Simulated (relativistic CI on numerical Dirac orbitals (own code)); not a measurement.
**Radial parameters of Ce18+**

Method of calculation: Dirac-Coulomb-Breit CI, orbitals from a KLI potential per configuration, a model potential for QED, unscaled Slater integrals (own radial code, finite nucleus).

Slater integrals F^k, G^k are unscaled and averaged over j, outside the closed core [Ar] 3d10; ζ comes from projecting the Hamiltonian with its Breit term on Σ l·s of the shell.

- 4s²4p⁶4d⁴: F^2(4d,4d) = 154070, F^4(4d,4d) = 104450, ζ(4d) = 13277 cm⁻¹; <r>(4d) = 0.658, <r^2>(4d) = 0.4946 (bohr units).
- 4s²4p⁵4d⁵: ζ(4p) = 116610, F^2(4d,4d) = 154090, F^4(4d,4d) = 104460, F^2(4p,4d) = 158220, G^1(4p,4d) = 199580, G^3(4p,4d) = 126610, ζ(4d) = 13231 cm⁻¹; <r>(4p) = 0.63, <r^2>(4p) = 0.4485, <r>(4d) = 0.6578, <r^2>(4d) = 0.4944 (bohr units).
- 4s²4p⁶4d³4f: F^2(4d,4d) = 154050, F^4(4d,4d) = 104430, ζ(4d) = 13298, F^2(4d,4f) = 150510, F^4(4d,4f) = 98721, G^1(4d,4f) = 169760, G^3(4d,4f) = 112450, G^5(4d,4f) = 81306, ζ(4f) = 1342.4 cm⁻¹; <r>(4d) = 0.6581, <r^2>(4d) = 0.4948, <r>(4f) = 0.6722, <r^2>(4f) = 0.5185 (bohr units).

Problem. Give the Racah parameters of the d shell in 4s²4p⁶4d⁴.

Solution. B = F²/49 − 5F⁴/441 = 1960 cm⁻¹ and C = 35F⁴/441 = 8290 cm⁻¹.

Averages of the first 10 configurations, taken without configuration mixing, which lowers the lowest level and can move excited configurations by several eV; other configurations of the list can lie among them:

```tsv
Configuration	Parity	States	Average energy above the lowest level (eV)
4s²4p⁶4d⁴	even	210	13.5
4s²4p⁵4d⁵	odd	1512	126.7
4s²4p⁶4d³4f	odd	1680	134.7
4s4p⁶4d⁵	even	504	208.2
4s²4p⁶4d³5s	even	240	169.4
4s4p⁶4d⁴4f	odd	5880	328.0
4s²4p⁶4d³5p	odd	720	199.4
4s²4p⁶4d²4f5s	odd	1260	291.3
4s²4p⁶4d³5d	even	1200	243.8
4s²4p⁶4d²5s5p	odd	540	359.5
```
